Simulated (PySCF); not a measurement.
Computed shifts of a molecule C5H4O, PBE/pcSseg-1 in PySCF, GIAO, gas phase, equivalent atoms averaged, in ppm (number of nuclei): ¹³C: 211.4 (1), 156.4 (2), 123.2 (2). ¹H: 7.33 (2), 5.40 (2). References: ¹⁷O against H2O (σ = 334.3 ppm); ¹³C against TMS (σ = 182.0 ppm); ¹H against TMS (σ = 31.49 ppm), references at their B3LYP-D3(BJ)/def2-TZVP geometries, non-relativistic. The structure is a stationary point at PBE0-D3(BJ)/def2-SVP. Other conformers were not sampled.

Q: Pick the molecule that these values belong to.
A) C#CC1=CCO1
B) C#CC1=COC1
C) O=C1C=CC=C1
D) C#C[C@@H]1C=CO1

A: C, O=C1C=CC=C1
